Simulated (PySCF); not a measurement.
Structure problem from calculated spectra and properties.

Formula: C3H6F3PSi2.

* UV, first state: lowest singlet excitation: 5.77 eV (215 nm, f = 0.001) [TDDFT wB97X-D/def2-SVPD]
* Dipole: 4.76 D [wB97X-D/def2-SVPD]
* Rotational structure: rotational constants A, B, C: 1.022, 0.631, 0.447 GHz [GFN2-xTB]
* Triplet: lowest triplet excitation (Tamm–Dancoff): 4.88 eV [TDA wB97X-D/def2-SVPD]
* UV, strongest line: among the 8 lowest singlet transitions: S6 at 6.81 eV (182 nm, f = 0.143) [TDDFT wB97X-D/def2-SVPD]
* NMR, other nuclei: isotropic shieldings of nuclei other than C and H, by class: 299 (3 F), 394 (1 Si), 438 (1 Si), 594 (1 P) ppm [GIAO PBE0/pcSseg-1]
* 13C NMR: chemical shifts (computed TMS as zero) by class: 121.1 (1 C), 77.6 (1 C), 6.3 (1 C) ppm [GIAO PBE0/pcSseg-1]

Gas-phase values; electronic properties from PySCF, density fitting. Levels stand in brackets. Isolated species at its GFN2-xTB geometry (one conformer only). Each NMR value is the plain mean over a class of atoms that symmetry, rotation or inversion makes alike.

Q: Propose a structure and show how it fits.

A: Numbering: `[CH3:1][C:2]#[C:3][Si@H:4]([PH2:5])[Si:6]([F:7])([F:8])[F:9]`. 3 carbons fall into 3 classes; from least to most shielded: alkyne carbon [C2] (121.1 ppm), alkyne carbon [C3] (77.6 ppm), propargylic carbon [C1] (6.3 ppm). The other shieldings belong to: 299 ppm, silicon-bound fluorine [F7/F8/F9]; 394 ppm, fluorine-bound silicon [Si6]; 438 ppm, SiH silicon [Si4]; 594 ppm, three-coordinate phosphorus [P5]. The optimised geometry has point group C1 and is an asymmetric top. Structure: `CC#C[Si@H](P)[Si](F)(F)F`. The assignments are read from this structure; whether some other isomer fits the data as well wasn't checked. The mirror image fits equally.

Conformer computed: `[CH3:1][C:2]#[C:3][Si@H:4]([PH2:5])[Si:6]([F:7])([F:8])[F:9]`: C3–Si4–Si6–F7 -57°, H–P5–Si4–C3 42°, H–P5–Si4–C3 -51°.
